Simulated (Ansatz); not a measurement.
Geometry optimisation, UKS B3LYP/def2-SVP (Ansatz 0.2.0).

input.yaml

```yaml
crystal:
  periodic: [false, false, false]
  atoms:
    - { symbol: O, position_ang: [2.11165, -0.39821, 0.46241] }
    - { symbol: Si, position_ang: [0.8784, -0.08946, -0.3434] }
    - { symbol: C, position_ang: [-0.79951, 0.0634, 0.43573] }
    - { symbol: F, position_ang: [-0.99573, -0.09892, 1.7455] }
    - { symbol: H, position_ang: [0.73279, 0.13678, -1.76664] }
    - { symbol: H, position_ang: [-1.72528, 0.28788, -0.07855] }
magnetization:
  spin_polarized: true
  initial_magnetization: 1
basis:
  gaussian: { orbitals: def2-SVP }
hamiltonian:
  xc: b3lyp
relax:
  f_tol: 0.015
  max_steps: 40
output:
  orbitals: {}
```

Launched with:

```bash
$ ansatz run input.yaml --threads 1 --pin off --max-ram 2048MiB --backend cpu --events-out ev --progress --plain --runs-dir out
```

Where does it end, and by what steps?

The forces met the threshold. After 5 steps the energy has fallen by 0.078 eV; O1 moved furthest, 0.07 Å.

```tsv
step	energy less start (eV)	largest force component (eV/Å)	accepted
0	0.0000	2.101	yes
1	-0.0605	1.075	yes
2	-0.0773	0.044	yes
3	-0.0778	0.030	yes
4	-0.0779	0.036	yes
5	-0.0780	0.006	yes
```

```xyz
6
Properties=species:S:1:pos:R:3
O 2.174 -0.408 0.438
Si 0.860 -0.091 -0.302
C -0.806 0.064 0.448
F -1.013 -0.093 1.745
H 0.714 0.142 -1.763
H -1.727 0.288 -0.112
```

Whether the end is a true minimum wasn't checked by a vibrational analysis.

Run time: 21 s on 1 thread of Arm Neoverse V2, with other jobs on the host, peak memory 0.17 GiB.
